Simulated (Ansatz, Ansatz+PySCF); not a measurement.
```xyz
2

Al    0.0000    0.0000   -0.7407
F     0.0000    0.0000    1.0698
```

Basis set: def2-SVP (spherical functions). Left uncorrelated: 6 orbitals. Charge 0, multiplicity 1.

Computed with Ansatz (development build ahead of 0.2.0); each method stands on the lowest determinant of its kind that the runs found. Restricted open shells among the atoms or ions are ROHF, correlated in semicanonical orbitals with singles.

The atomization energy at this shape (free ground-state atoms in the same class of orbitals less the molecule, no zero-point energy) of singlet AlF:

```json
{"method": "RHF-CCSD", "atomization energy": "144.74 kcal/mol"}
{"method": "RHF-MP2", "atomization energy": "153.22 kcal/mol"}
{"method": "RHF", "atomization energy": "114.51 kcal/mol"}
{"method": "UHF", "atomization energy": "110.73 kcal/mol"}
```

What does RHF-CCSD(T) give?

146.35 kcal/mol. Caution: the shape is not the minimum.
